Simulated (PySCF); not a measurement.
tellurium hexafluoride cation (F6Te), SMILES F[Te](F)(F)(F)(F)F (connectivity only; charge and spin as stated), charge +1, multiplicity 2. Geometry optimised at B3LYP-D3(BJ)/def2-SVP. The multiplicity is an assumed one; no other spin state was optimised. The def2 effective core potentials stand for the cores of Te; spin–orbit coupling is left out.

Calculation: B3LYP-D3(BJ)/def2-SVP in PySCF 2.14.0.

Harmonic wavenumbers (cm⁻¹): 114, 162, 179, 183, 250, 255, 262, 273, 326, 340, 574, 667, 717, 733, 745. Rotational constants (GHz): 1.993, 1.776, 1.712; symmetry number 2.

Work out the zero-point energy and the ideal-gas rigid-rotor harmonic-oscillator thermochemistry at 298.15 K and 1 atm.

ZPE = ½ Σ hcν = ½ × 5779 cm⁻¹ = 8.26 kcal/mol. H − E(el) = 14.25 kcal/mol. Entropy in cal/(mol K): translation 42.35, rotation 26.99, vibration 21.17, spin 1.38, total 91.88. G − E(el) = -13.14 kcal/mol. Cp = 30.00 cal/(mol K). Modes under 150 cm⁻¹ make the vibrational entropy uncertain.
